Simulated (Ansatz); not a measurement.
Cost and result for the atomization energy of GeH$_{7}$NOSi, SMILES `[OH][GeH2][NH][SiH3]` (11 atoms, 10 bonds).

Z-matrix (Å, degrees):
```
Ge
N 1 1.830
O 1 1.780 2 110.9
H 1 1.536 2 106.3 3 -120.7
H 1 1.532 2 111.0 3 113.6
Si 2 1.720 1 128.4 3 108.1
H 2 1.010 1 114.2 3 -68.3
H 3 0.960 1 112.6 2 -58.9
H 6 1.490 2 112.5 1 -116.7
H 6 1.489 2 112.3 1 122.5
H 6 1.486 2 106.9 1 2.7
```

Charge 0, multiplicity 1. Correlated methods include outer-core shells of Ge, which these sets cover unevenly. Scalar relativity is left out up to krypton. All single points use the PBE0-D4/def2-TZVP geometry. It is one conformer, not always the lowest. Program: Ansatz. All runs use 4 threads of an Arm Neoverse V2 on a shared host. Times are those of one run each, without the atoms' runs, and a repeat can differ threefold. Electronic energies, without spin–orbit coupling; frozen cores. CCSD(T)/CBS adds CCSD(T) − MP2 in def2-TZVPP to the MP2 limit, and its time is that of the two runs behind it. T1 = 0.012. With those shells the extrapolation isn't a true limit. B3LYP takes the VWN-RPA correlation (the form of Gaussian; ORCA's B3LYP/G).

CCSD(T)/CBS is a level of theory with its own doubt, some kJ/mol a heavy atom from the limit and from the frozen cores, so smaller differences don't rank the functionals.

```csv
level,functions,wall time,atomization (kJ/mol),difference from CCSD(T)/CBS,per bond
PBE-D4/def2-TZVPP (with forces),250,1.9 s,3466.9,-27.6,-2.8
PBE0-D4/def2-TZVPP,250,2.6 s,3417.5,-77.0,-7.7
B3LYP-D4/def2-TZVPP (with forces),250,3.8 s,3463.6,-30.9,-3.1
r2SCAN-D4/def2-TZVPP (with forces),250,4 s,3457.5,-37.0,-3.7
B2PLYP/def2-TZVPP,250,4.2 s,3430.3,-64.2,-6.4
ωB97X-V/def2-TZVPP,250,7 s,3500.5,6.0,0.6
ωB97M-V/def2-TZVPP (with forces),250,9.5 s,3472.5,-22.0,-2.2
MP2/def2-QZVPP,483,18 s,3473.7,-20.8,-2.1
CCSD(T)/def2-TZVPP,250,2.3 min,3399.2,-95.3,-9.5
CCSD(T)/CBS(def2),–,2.6 min,3494.5,0.0,0.0
```

The D4 term adds +35.5 kJ/mol with B3LYP and +18.6 kJ/mol with PBE0; it sums over pairs of atoms, weighted by their polarisabilities, and B3LYP, whose exchange is more repulsive, gets the larger term. In def2-TZVPP, CCSD(T) changes the Hartree–Fock value by +950.5 kJ/mol (the triples alone add +45.7 kJ/mol) and MP2 by +967.9 kJ/mol; breaking electron pairs costs correlation energy, which Hartree–Fock lacks. From PBE to PBE0 (25 % exact exchange), in def2-TZVPP and without D4, the atomization energy moves by −46.1 kJ/mol: exact exchange takes away binding that semilocal exchange gives to molecules.
